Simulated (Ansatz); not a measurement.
```yaml
crystal:
  periodic: [false, false, false]
  atoms:
    - {symbol: C, position_ang: [0.551298, 2.437901, -1.860761]}
    - {symbol: C, position_ang: [-1.040472, 0.614997, 0.171258]}
    - {symbol: B, position_ang: [0.415847, -2.477964, 1.328944]}
    - {symbol: Br, position_ang: [-1.795664, -5.133153, 4.231221]}
    - {symbol: H, position_ang: [-0.380329, 4.656313, -2.752337]}
    - {symbol: H, position_ang: [2.873971, 1.751064, -2.706618]}
    - {symbol: H, position_ang: [-3.360191, 1.379640, 0.967038]}
    - {symbol: H, position_ang: [2.953332, -3.363441, 0.489688]}
basis:
  gaussian: {orbitals: cc-pVTZ, nuclear_model: gaussian}
hamiltonian: {xc: {name: wB97X-V}}
scf: {lower_state_search: off}
output: {forces: true}
```

```sh
$ ansatz run in.yaml --threads 2 --pin off --events-out ev --progress --plain --max-ram 4352MiB
```

Output, abridged:

```
Functional definition: wB97X-V
1181 factors; their error is unknown
253 factors; integrals over basis functions are off by at most 6.4e-5 eV
mean field evaluation 1: about -72797.3894 eV, gradient 5.2e1 eV
mean field evaluation 2: about -72380.4402 eV, gradient 2.6e2 eV
mean field evaluation 4: about -72603.6701 eV, gradient 2.1e2 eV
mean field evaluation 8: about -72817.5479 eV, gradient 1.2e0 eV
mean field evaluation 16: about -72817.6946 eV, gradient 2.6e-6 eV
mean field -72817.69463039 eV, -2676.0009200605 hartree, gradient 2.6e-6 eV, S^2 0.000000; 0 other end points of the search recorded, 0 dependent functions left out
reference -72817.69462700 eV, -2676.0009199362 hartree; 28, 28 occupied and 161, 161 virtual orbitals, 1181 factors
Total energy: -72817.69462700 eV, -2676.0009199362 hartree
Atom 0 at     0.551298     2.437901    -1.860761 Å, force     0.899433     1.097379    -1.191307 eV/Å
Atom 1 at    -1.040472     0.614997     0.171258 Å, force    -1.810865     0.502638     0.681421 eV/Å
Atom 2 at     0.415847    -2.477964     1.328944 Å, force     1.131678    -0.330065    -0.415715 eV/Å
Atom 3 at    -1.795664    -5.133153     4.231221 Å, force     0.197312     0.300468    -0.299226 eV/Å
Atom 4 at    -0.380329     4.656313    -2.752337 Å, force     1.021774    -2.108866     0.772446 eV/Å
Atom 5 at     2.873971     1.751064    -2.706618 Å, force    -2.178777     0.765683     0.716539 eV/Å
Atom 6 at    -3.360191     1.379640     0.967038 Å, force     2.300126    -0.774588    -0.778632 eV/Å
Atom 7 at     2.953332    -3.363441     0.489688 Å, force    -1.560681     0.547349     0.514475 eV/Å
Dipole moment:     0.361827     2.014169    -1.475920 e Å
Checks for a lower state left out: stability, starts, cluster_reference, orbital_swaps, neighbouring_geometries, increment
```

In this input the coordinates are in bohr but typed as ångström. The run converged. The result belongs to that input, not to the molecule as meant.
